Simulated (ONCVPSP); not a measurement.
# Sb, ONCV: configuration errors across variants

ONCVPSP 4.0.1 input, shortened (lines: element, Z, core and valence counts, functional; n l f; lmax; l rc ep ncon nbas qcut; lloc lpopt rc5 dvloc0; l nproj debl; icmod fcfact rcfact), PBE, scalar-relativistic:

```
  Sb 51.00    8    3        4      upf
    1    0    2.00
    2    0    2.00
    2    1    6.00
    3    0    2.00
    3    1    6.00
    3    2   10.00
    4    0    2.00
    4    1    6.00
    4    2   10.00
    5    0    1.50
    5    1    3.50
    2
    0    1.70    0.00    4    9    3.60
    1    1.80    0.00    4    8    5.20
    2    1.05    0.00    4    8   10.10
    4    5    0.70    0.00
    0    3    2.80
    1    2    3.70
    2    2    2.20
    0    0.00    0.00
```

All-electron excitation energies from the reference (eV): (1) 4d10 5s2 5p3 -4.029; (2) 4d10 5s2 5p2 4.288; (3) 4d10 5s2 5p1 20.257; (4) 4d9 5s2 5p3 36.706.

5 further variants failed, have other tests or another functional or relativity, and are left out.

A true bound ghost makes a file unfit for plane-wave use even where its test errors are small: the radial tests pick states by their node count and pass the ghost by.

Errors AE − PS in meV (a dash: test not solved or not reliable):

```csv
change,(1),(2),(3),(4),bound ghosts,GHOST(+) flags above zero
base,+0.4,-2.1,-6.4,-278,"s, p","s, p"
"local potential polynomial inside 0.70 bohr (lpopt 5, dvloc0 5 Ha)",+0.4,-2.1,-6.5,-278,"s, p","s, p"
"all radii scaled by about 1.12 (s 1.90, p 2.02, d 1.18 bohr); local potential polynomial inside 0.78 bohr (lpopt 5, dvloc0 0 Ha)",+0.2,-2.8,-6.4,-222,"s, p",s
"core correction Teter function, parameters optimised by the program",-0.3,-2.9,-9.9,-335,"s, p","s, p"
p: nproj 3,+0.5,-1.8,-5.3,-257,"s, p","s, p"
"s: ncon 5, nbas 10",+0.3,-2.2,-6.7,-266,"s, p","s, p"
"local potential polynomial inside 0.70 bohr (lpopt 5, dvloc0 1 Ha)",+0.4,-2.1,-6.4,-278,"s, p","s, p"
```

Question: Give the same row for: s: nbas 8.

Answer: +0.4, -2.1, -6.5, -275; bound ghosts: s, p; GHOST(+) flags above zero: s, p.
